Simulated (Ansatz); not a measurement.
Steps of a relaxation of `N=C(N)O[SiH3]` with RKS PBE-D4/def2-SVP.

```sh
$ ansatz run in.yaml --threads 4 --pin off --events-out ev --progress --plain --max-ram 10444MiB
```

```yaml
crystal:
  periodic: [false, false, false]
  atoms:
    - {symbol: N, position_ang: [1.182300, 0.284900, 1.211600]}
    - {symbol: C, position_ang: [0.497600, -0.562300, 0.523700]}
    - {symbol: N, position_ang: [0.650500, -1.872700, 0.741500]}
    - {symbol: O, position_ang: [-0.334900, -0.335700, -0.441000]}
    - {symbol: Si, position_ang: [-0.859900, 1.067700, -1.158900]}
    - {symbol: H, position_ang: [0.879000, 1.292400, 0.921200]}
    - {symbol: H, position_ang: [-0.089100, -2.451800, 0.544400]}
    - {symbol: H, position_ang: [1.143800, -2.035300, 1.651600]}
    - {symbol: H, position_ang: [-1.147200, 2.102700, -0.051100]}
    - {symbol: H, position_ang: [0.232200, 1.590100, -1.979800]}
    - {symbol: H, position_ang: [-2.089000, 0.863000, -1.942400]}
basis:
  gaussian: {orbitals: def2-SVP}
hamiltonian: {xc: pbe, dispersion: d4}
relax: {f_tol: 0.03, max_steps: 200}
```

Positions (Å) and forces (eV/Å) along the path, 11 of 13 steps:

```xyz
11
step=1 energy=-14021.4864 eV
N     1.182    0.285    1.212   -0.601    2.456   -0.261
C     0.498   -0.562    0.524    1.898    1.114    1.923
N     0.650   -1.873    0.742    3.338   -0.419    2.251
O    -0.335   -0.336   -0.441   -2.552   -0.284   -2.455
Si   -0.860    1.068   -1.159   -0.113    1.496    0.927
H     0.879    1.292    0.921    0.790   -1.797    0.492
H    -0.089   -2.452    0.544   -2.416   -1.979   -0.717
H     1.144   -2.035    1.652   -0.512   -0.106   -1.001
H    -1.147    2.103   -0.051    0.021   -0.365   -0.414
H     0.232    1.590   -1.980    0.457    0.261   -0.542
H    -2.089    0.863   -1.942   -0.311   -0.378   -0.202
11
step=2 energy=-14021.8953 eV
N     1.159    0.309    1.263   -0.436    0.899   -0.628
C     0.492   -0.550    0.560    1.113    0.547    1.082
N     0.664   -1.891    0.767    0.632   -0.212    0.588
O    -0.363   -0.313   -0.439   -0.944   -0.533   -0.902
Si   -0.860    1.120   -1.149   -0.130    0.655    0.160
H     0.970    1.282    0.895    0.243   -0.872    0.453
H    -0.091   -2.510    0.522   -0.462   -0.330   -0.154
H     1.147   -2.084    1.654   -0.144   -0.090   -0.309
H    -1.194    2.131   -0.071    0.056   -0.069   -0.154
H     0.224    1.633   -2.036    0.119    0.130   -0.108
H    -2.083    0.816   -1.947   -0.046   -0.126   -0.029
11
step=3 energy=-14021.9668 eV
N     1.170    0.320    1.255   -0.273   -0.097   -0.313
C     0.510   -0.548    0.564    0.346    0.139    0.548
N     0.669   -1.902    0.783   -0.145    0.063   -0.196
O    -0.385   -0.319   -0.444   -0.190   -0.407   -0.119
Si   -0.863    1.139   -1.149    0.037    0.131   -0.139
H     0.960    1.274    0.929    0.105    0.023    0.046
H    -0.106   -2.521    0.533    0.107    0.149    0.004
H     1.161   -2.116    1.648    0.019   -0.067    0.054
H    -1.186    2.162   -0.098   -0.029    0.034    0.040
H     0.218    1.671   -2.052   -0.025   -0.003    0.034
H    -2.082    0.782   -1.947    0.048    0.035    0.042
11
step=4 energy=-14021.9822 eV
N     1.149    0.339    1.239    0.088    0.183    0.082
C     0.494   -0.541    0.579    0.100   -0.135   -0.018
N     0.684   -1.893    0.771   -0.160    0.040   -0.087
O    -0.429   -0.337   -0.418   -0.135   -0.316   -0.049
Si   -0.853    1.131   -1.139   -0.045    0.091   -0.101
H     0.935    1.292    0.916    0.030    0.035    0.048
H    -0.094   -2.501    0.510    0.071    0.031    0.023
H     1.175   -2.128    1.631    0.037   -0.045    0.063
H    -1.168    2.164   -0.096   -0.002    0.058    0.025
H     0.248    1.622   -2.036    0.004    0.023    0.023
H    -2.075    0.797   -1.936    0.012    0.036   -0.008
11
step=6 energy=-14021.9894 eV
N     1.149    0.357    1.204    0.055   -0.096    0.111
C     0.486   -0.542    0.577   -0.070   -0.090   -0.123
N     0.687   -1.890    0.775   -0.063    0.065   -0.099
O    -0.478   -0.365   -0.399   -0.039   -0.054    0.044
Si   -0.852    1.121   -1.132    0.026    0.035    0.018
H     0.887    1.303    0.911    0.018    0.183   -0.048
H    -0.085   -2.505    0.523    0.021   -0.014   -0.017
H     1.212   -2.133    1.610    0.059   -0.013    0.117
H    -1.149    2.172   -0.097   -0.016    0.000    0.008
H     0.280    1.591   -2.000    0.016   -0.006   -0.004
H    -2.069    0.835   -1.951   -0.008   -0.009   -0.008
11
step=7 energy=-14021.9921 eV
N     1.151    0.359    1.192    0.008   -0.044    0.011
C     0.482   -0.543    0.571   -0.076    0.009   -0.085
N     0.686   -1.888    0.774    0.018    0.026    0.031
O    -0.495   -0.372   -0.395    0.046    0.003    0.073
Si   -0.853    1.122   -1.125   -0.002   -0.015    0.017
H     0.903    1.312    0.896    0.006    0.022   -0.015
H    -0.083   -2.506    0.520   -0.007   -0.030   -0.014
H     1.208   -2.129    1.615    0.002    0.017   -0.004
H    -1.167    2.167   -0.087    0.009   -0.009   -0.022
H     0.293    1.583   -1.981    0.000    0.014    0.017
H    -2.061    0.837   -1.960   -0.003    0.006   -0.010
11
step=8 energy=-14021.9928 eV
N     1.168    0.356    1.169    0.010   -0.031    0.025
C     0.490   -0.547    0.561   -0.110    0.031   -0.119
N     0.679   -1.892    0.780    0.037    0.019    0.054
O    -0.484   -0.376   -0.407    0.032   -0.029    0.071
Si   -0.857    1.124   -1.118   -0.012   -0.022    0.010
H     0.928    1.305    0.856    0.027    0.029   -0.002
H    -0.101   -2.503    0.543   -0.003   -0.024   -0.011
H     1.197   -2.120    1.628    0.002   -0.006   -0.011
H    -1.204    2.144   -0.068   -0.002    0.004   -0.005
H     0.295    1.619   -1.943    0.023    0.024   -0.007
H    -2.044    0.832   -1.980   -0.003    0.005   -0.005
11
step=10 energy=-14021.9947 eV
N     1.207    0.348    1.113   -0.052   -0.008   -0.061
C     0.494   -0.554    0.538   -0.001    0.037    0.045
N     0.658   -1.895    0.800    0.003    0.006    0.034
O    -0.492   -0.386   -0.413    0.014    0.007   -0.004
Si   -0.871    1.127   -1.097   -0.009    0.014   -0.055
H     1.003    1.296    0.767    0.025   -0.046    0.022
H    -0.132   -2.506    0.594    0.023    0.028    0.003
H     1.193   -2.104    1.643   -0.009   -0.012   -0.034
H    -1.307    2.104   -0.037    0.011   -0.026   -0.029
H     0.311    1.685   -1.845   -0.031   -0.008    0.038
H    -1.997    0.829   -2.041    0.026    0.008    0.041
11
step=11 energy=-14021.9949 eV
N     1.221    0.341    1.108   -0.043   -0.037   -0.032
C     0.501   -0.555    0.535   -0.009    0.082    0.005
N     0.648   -1.895    0.808    0.023   -0.051    0.059
O    -0.474   -0.382   -0.428    0.012   -0.038    0.024
Si   -0.877    1.128   -1.098    0.004    0.030   -0.045
H     1.039    1.288    0.752    0.005    0.000   -0.004
H    -0.142   -2.505    0.604   -0.004    0.041   -0.015
H     1.178   -2.101    1.654    0.003   -0.009   -0.032
H    -1.336    2.086   -0.031    0.008   -0.019   -0.016
H     0.299    1.715   -1.831   -0.018    0.000    0.024
H    -1.991    0.823   -2.052    0.021    0.002    0.033
11
step=12 energy=-14021.9940 eV rejected
N     1.225    0.346    1.098    0.076    0.118    0.066
C     0.502   -0.549    0.533   -0.079   -0.224   -0.037
N     0.639   -1.890    0.809    0.091   -0.033    0.098
O    -0.472   -0.391   -0.428   -0.105    0.182   -0.128
Si   -0.877    1.124   -1.096    0.018   -0.042    0.029
H     1.055    1.294    0.740   -0.006   -0.031   -0.012
H    -0.157   -2.493    0.608    0.001    0.039   -0.012
H     1.177   -2.104    1.647    0.016   -0.018    0.010
H    -1.349    2.068   -0.026   -0.005    0.007    0.001
H     0.301    1.723   -1.810    0.005    0.006   -0.003
H    -1.981    0.815   -2.055   -0.014   -0.004   -0.011
11
step=13 energy=-14021.9956 eV
N     1.218    0.344    1.105   -0.002    0.008    0.004
C     0.498   -0.554    0.536    0.005   -0.020   -0.013
N     0.647   -1.894    0.809    0.001    0.004    0.020
O    -0.478   -0.385   -0.427    0.000    0.000   -0.002
Si   -0.874    1.128   -1.099   -0.012   -0.003    0.010
H     1.039    1.290    0.745    0.000    0.001   -0.001
H    -0.147   -2.500    0.607   -0.003    0.013   -0.006
H     1.185   -2.105    1.649    0.002   -0.004   -0.008
H    -1.339    2.081   -0.032    0.005    0.000   -0.004
H     0.304    1.718   -1.822   -0.004   -0.002    0.002
H    -1.988    0.821   -2.050    0.009    0.003   -0.004
```

It took 10 s on 4 threads of an INTEL XEON PLATINUM 8581C on a shared host, with 0.18 GiB of host memory at the peak.
